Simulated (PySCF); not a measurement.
Compound: C7H14SSi.
SMILES with atom numbers: `[CH3:1][CH2:2][C@@H:3]1[CH2:4][C@:5]12[CH2:6][C@@H:7]2[S:8][SiH3:9]`

Structure used (GFN2-xTB), in Å, numbered top down from 1:
```
atom  x, y, z in Å
C1    -2.281    1.451   -0.039
C2    -2.081    0.164   -0.833
C3    -0.611   -0.146   -0.997
C4    -0.150   -1.550   -1.330
C5     0.092   -0.969    0.013
C6    -0.108   -1.372    1.423
C7     1.220   -0.827    0.953
S8     1.710    0.817    1.523
Si9    3.127    1.312    0.000
H10   -1.805    1.373    0.935
H11   -3.340    1.650    0.106
H12   -1.839    2.295   -0.565
H13   -2.566   -0.667   -0.317
H14   -2.543    0.265   -1.819
H15   -0.048    0.667   -1.445
H16   -0.900   -2.323   -1.418
H17    0.687   -1.676   -2.002
H18   -0.707   -0.740    2.061
H19   -0.163   -2.424    1.669
H20    2.066   -1.500    0.888
H21    4.098    0.225   -0.061
H22    2.444    1.435   -1.284
H23    3.695    2.566    0.459
```

Probes without a nucleus sit at each ring's centroid and 1 Å off its mean plane on both sides; NICS is minus the shielding there, NICSzz its component along the normal. Level: GIAO PBE0/pcSseg-1 (PySCF, non-relativistic, gas phase) on the GFN2-xTB geometry, one conformer.

Ring bond lengths (Å), with Mayer bond orders in brackets: C3–C4 1.514 (0.96), C4–C5 1.483 (0.93), C5–C3 1.480 (0.90); C5–C6 1.480 (0.93), C6–C7 1.511 (0.96), C7–C5 1.475 (0.87).

Question: Give the NICS values of each ring in ppm.

Answer: 
```
    ring                                            type  NICS(0)  NICS(1), two faces  NICS(1)zz, two faces  rms pucker (Å)  centre to ring atoms, mean (Å)
C3–C4–C5  3-membered carbocycle; formal bonds all single    -40.0         -7.0 / -6.8         -18.5 / -19.4            0.00                            0.86
C5–C6–C7  3-membered carbocycle; formal bonds all single    -40.2         -6.6 / -7.2         -16.0 / -20.9            0.00                            0.86
```

Question: What can be read from them?

Answer: 
- C3–C4–C5: mean NICS(1)zz -18.9 ppm, shielded. C3, C4, C5 have four or more neighbours, so the value isn't read as a sign of a π ring current. NICS(0) lies 33 ppm below the mean NICS(1).
- C5–C6–C7: mean NICS(1)zz -18.5 ppm, shielded. C5, C6, C7 have four or more neighbours; no verdict on aromaticity is drawn. The two faces differ by 4.9 ppm, so no symmetry operation interchanges them. NICS(0) lies 33 ppm below the mean NICS(1).

Question: How shielded are the nuclei of the rings and their hydrogens (means over atoms taken as equivalent)?

Answer: 
```tsv
atoms	environment	σ isotropic (ppm)
C3	three-membered-ring carbon	164.5
C4	three-membered-ring carbon	169.5
C5	sp3 carbon at a ring junction	159.5
C6	three-membered-ring carbon	171.7
C7	sp3 carbon bound to sulfur	160.7
H15	methine hydrogen	30.37
H16	methylene hydrogen	31.10
H17	methylene hydrogen	30.65
H18	methylene hydrogen	30.67
H19	methylene hydrogen	30.55
H20	methine hydrogen	29.65
```
